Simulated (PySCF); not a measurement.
SMILES Bc1ccccc1 (C6H7B) (GFN2-xTB optimised geometry):

```
14

B     -1.424    -1.833    -0.001
C     -0.616    -0.518     0.000
C     -1.250     0.734     0.000
C     -0.529     1.913     0.000
C      0.856     1.878    -0.001
C      1.513     0.658     0.000
C      0.787    -0.518     0.000
H     -2.594    -1.804     0.003
H     -0.870    -2.863    -0.007
H     -2.330     0.772     0.000
H     -1.044     2.863    -0.001
H      1.422     2.799    -0.001
H      2.594     0.628     0.000
H      1.308    -1.464     0.000
```

Calculation: PBE/def2-TZVP run with PySCF.

Task: What are the frontier orbital energies and the dipole moment?

Result: HOMO-2 -7.64 eV, HOMO-1 -6.82 eV, HOMO -6.60 eV, LUMO -2.88 eV, LUMO+1 -1.33 eV; dipole moment 1.83 D.

Meta-Löwdin charges at PBE/def2-TZVP: B1 -0.07, C2 -0.08, C3 -0.08, C4 -0.12, C5 -0.09, C6 -0.12, C7 -0.08, H8 0.01, H9 0.01, H10 0.12, H11 0.12, H12 0.13, H13 0.12, H14 0.12.
